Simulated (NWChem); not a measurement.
SiNH₃BrCl; SMILES N[SiH](Cl)Br

```xyz
7

Si     0.4188    -0.5673     0.4619
N      1.9368    -0.9558    -0.2107
Cl    -0.8983    -2.0587    -0.0634
Br    -0.4664     1.3581    -0.2514
H      0.5388    -0.4558     1.9328
H      2.0127    -1.2287    -1.1848
H      2.7661    -0.4647     0.1064
```
Atoms are numbered in this order, from 1.

Level: PBE0/def2-SVP (NWChem), optimised geometry, unscaled harmonic frequencies. This build's default masses of Se (78.918 u) and Br (79.917 u) are each other's, which moves their modes by up to 0.6 %.

**Question.** List the harmonic frequencies with IR intensities, and the thermochemistry.

**Answer.** 
```
frequency (cm⁻¹)  IR intensity (km/mol)
----------------  ---------------------
121                                10.0
170                                 3.8
220                                 9.6
290                                14.5
394                                45.8
437                               217.5
564                               135.8
716                                22.9
814                               165.2
893                                38.2
912                               196.5
1534                               61.5
2303                               85.4
3607                               59.5
3710                               56.5
```

```
Item                                                                               Result
-----------------------------------------------------------------------  ----------------
zero-point energy                                                           23.8 kcal/mol
thermal correction to the enthalpy at 298.15 K (with zero-point energy)     28.3 kcal/mol
heat capacity Cv                                                         19.7 cal/(mol K)
entropy at 298.15 K and 1 atm (symmetry number 1)                        81.3 cal/(mol K)
dipole moment                                                                      2.58 D
```

Rigid rotor and harmonic oscillator.
